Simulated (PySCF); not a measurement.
Si(H)2(OMe)(OSiH3), CH8O2Si2, SMILES CO[SiH2]O[SiH3] at its CAM-B3LYP/def2-SVP optimised geometry (Å):

```
13

Si    -0.4574    -0.6829     0.0000
O     -1.0159    -1.4030     1.3733
C     -0.6076    -2.6415     1.8927
O     -0.9349    -1.4952    -1.3530
Si    -2.0755    -1.9014    -2.4782
H      1.0285    -0.6829     0.0000
H     -1.0285     0.6829     0.0000
H     -0.9662    -2.7295     2.9288
H     -1.0250    -3.4825     1.3128
H      0.4929    -2.7439     1.9021
H     -2.7925    -3.1339    -2.0531
H     -3.0618    -0.7971    -2.6417
H     -1.4017    -2.1532    -3.7782
```

Level of theory: CAM-B3LYP/def2-TZVP (PySCF). Cells within 0.4 Å of a nucleus heavier than hydrogen are left out (blank, or x).

Map of the HOMO−1 amplitude (bohr^(-3/2)) on the plane z = 1.5 Å; orbital energy -9.96 eV, overall sign arbitrary:

```
|77777777777777777777777777777|
|77777777777777777777777777777|
|77777777777777777777777777777|
|77777777777777777777777777777|
|77777777777777777777777777777|
|77777777777777777777777777777|
|77777777777777777777777777777|
|77777777777777777777777777777|
|77777777777777777777777777777|
|77777777777777777777777777777|
|77777777777777777777777777777|
|77777777777777777777777777777|
|77777777777777777666777777777|
|77777777777777776666667777777|
|77777766666667666666666777777|
|77777666666666666666666777777|
|77776666555566666666666777777|
|77766655433466666666666677777|
|77766654200366666666666777777|
|777666541xxx77776666666777777|
|777666542xxx88776666666777777|
|7776666545x998776666666777777|
|77776666678998776666667777777|
|77777666778887766666667777777|
|77777777777766666666667777777|
|77777777766555555666667777777|
|77777776665445555666677777777|
|77777766655445566666677777777|
|77777766654555666666777777777|
```
Scale: ten equal steps from -0.202 (start of '0') to 0.077 (end of '9'), in the order '0123456789'; x runs from -3.50 to 3.50, y from -3.50 (bottom) to 3.50 (top).
